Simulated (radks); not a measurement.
B II, configuration [He] 2s2.

Method: scalar-relativistic Kohn-Sham, PW91, spin-unpolarised, spherical densities, point nucleus; computed with a radial shooting solver on a logarithmic mesh with Libxc functionals.

Energy parts (hartree):
| part | energy |
|---|---|
| total | -24.32374 |
| kinetic | 24.25587 |
| electron-nucleus | -54.63573 |
| Hartree | 9.62377 |
| exchange-correlation | -3.56764 |

Orbitals (lengths in bohr, moments of r in powers of bohr; r(max) is where P^2 peaks; r(90%) holds 90 % of the orbital's charge):
| orbital | occ. | eigenvalue (hartree) | <r> | r(90%) | <r^4> | r(max) |
|---|---|---|---|---|---|---|
| 1s | 2 | -7.12715 | 0.3290 | 0.592 | 0.05757 | 0.2104 |
| 2s | 2 | -0.71871 | 1.779 | 2.78 | 25.42 | 1.445 |
| 2p | 0 | -0.49292 | 1.843 | 3.05 | 36.91 | 1.400 |

The highest occupied level is 2s at -19.557 eV. For comparison, the ionisation energy in NIST's Atomic Spectra Database is 25.155 eV (measured). In exact Kohn-Sham theory the highest level is minus the ionisation energy, but local and semilocal functionals leave it too shallow, through self-interaction and a potential that decays too fast; potentials with the right tail come closer. Summed over all electrons, <r^2> = 7.802 bohr^2, which gives a Langevin (diamagnetic) susceptibility term of -6.18 x 10^-6 cm^3/mol. The density falls to 0.001 e/bohr^3 at r = 3.33 bohr.
